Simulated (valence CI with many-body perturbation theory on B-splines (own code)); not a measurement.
Level structure of Yb³⁸⁺

Computed by valence CI with perturbative core correlation (CI+MBPT): four valence electrons over a frozen Dirac-Fock core [Ar] 3d10, radial functions for each j: 11 s, 11 p, 9 d, 7 f, 5 g, 2 h, 1 i, with the one-electron correlation potential Σ1, the two-electron term Σ2, the three-electron term Σ3, Breit, model QED; selected CI, second order for the rest (own B-spline code, finite nucleus).

The last digits are not significant, and no measured levels were compared; by estimate large intervals hold to a few tenths of a per cent, small ones and those within an open d or f shell to about a per cent.

Levels 46 to 69 of 69, with energies above the lowest level, (4s^2 4p1/2^2) J=0. "Leading %" is the weight of the configuration and term that name the level; weights of strongly mixed levels are sums over their largest components and can fall short. In the jj column 3d3/2^4 stands for four electrons in 3d with j = 3/2. Lifetimes count E1, E2, E3, M1 and M2 decay at the calculated energies, and are blank where another channel may lead or the interval is too uncertain; long ones can be off by a factor of two.

```csv
No.,Configuration,Term,J,E (eV),Leading %,Lifetime,g,Leading jj
46,4s4p²4d,³G,5,375.79,51,91.7 ps,1.292,4s 4p1/2 4p3/2 4d5/2 (96 %)
47,4s4p²4d,³P,2,376.21,30,4.90 ps,1.271,4s 4p1/2 4p3/2 4d5/2 (82 %)
48,4s4p²4d,³P,1,379.06,28,4.12 ps,1.189,4s 4p1/2 4p3/2 4d5/2 (48 %)
49,4s4p²4d,⁵D,3,380.48,21,3.68 ps,1.252,4s 4p1/2 4p3/2 4d5/2 (65 %)
50,4s²4p4f,³F,2,380.59,23,1.81 ps,0.959,4s^2 4p1/2 4f5/2 (46 %)
51,4s²4p4f,³G,4,383.94,21,6.43 ps,1.167,4s 4p1/2 4p3/2 4d5/2 (47 %)
52,4s4p²4d,³D,3,384.46,41,4.16 ps,1.282,4s 4p1/2 4p3/2 4d5/2 (74 %)
53,4s4p²4d,¹D,2,384.64,27,2.98 ps,1.238,4s 4p1/2 4p3/2 4d5/2 (65 %)
54,4s4p²4d,³D,1,385.83,39,832 fs,0.980,4s 4p1/2 4p3/2 4d3/2 (82 %)
55,4s4p²4d,³D,3,389.10,48,2.27 ps,1.206,4s 4p1/2 4p3/2 4d5/2 (74 %)
56,4s4p²4d,³P,0,389.60,83,971 fs,,4s 4p1/2 4p3/2 4d3/2 (77 %)
57,4s4p²4d,¹G,4,389.62,53,8.52 ps,1.106,4s 4p1/2 4p3/2 4d5/2 (84 %)
58,4s²4p4f,³G,3,390.07,41,1.40 ps,0.909,4s^2 4p1/2 4f5/2 (58 %)
59,4s4p²4d,³D,1,394.86,61,2.81 ps,0.737,4s 4p1/2 4p3/2 4d5/2 (91 %)
60,4s4p²4d,³F,2,397.72,17,855 fs,1.045,4s 4p1/2 4p3/2 4d3/2 (40 %)
61,4s4p²4d,³G,3,400.38,16,1.64 ps,1.055,4s 4p1/2 4p3/2 4d5/2 (56 %)
62,4s4p²4d,³G,4,400.62,26,1.99 ps,1.112,4s^2 4p1/2 4f7/2 (44 %)
63,4s4p²4d,³P,1,400.63,38,1.85 ps,1.399,4s 4p1/2 4p3/2 4d5/2 (93 %)
64,4s4p²4d,³D,2,401.61,48,1.81 ps,1.162,4s 4p1/2 4p3/2 4d5/2 (87 %)
65,4s4p²4d,¹S,0,401.91,42,1.50 ps,,4s 4p1/2 4p3/2 4d5/2 (75 %)
66,4s4p²4d,³F,3,406.06,20,1.13 ps,1.135,4s 4p1/2 4p3/2 4d5/2 (61 %)
67,4s4p²4d,³F,2,406.46,26,1.14 ps,1.014,4s 4p1/2 4p3/2 4d5/2 (54 %)
68,4p⁴,¹D,2,410.13,35,1.07 ps,1.092,4p1/2 4p3/2^3 (38 %)
69,4p⁴,³P,1,411.29,52,858 fs,1.294,4p1/2 4p3/2^3 (52 %)
```

Where two levels of one J and parity lie close, their mixing, g and order are uncertain.
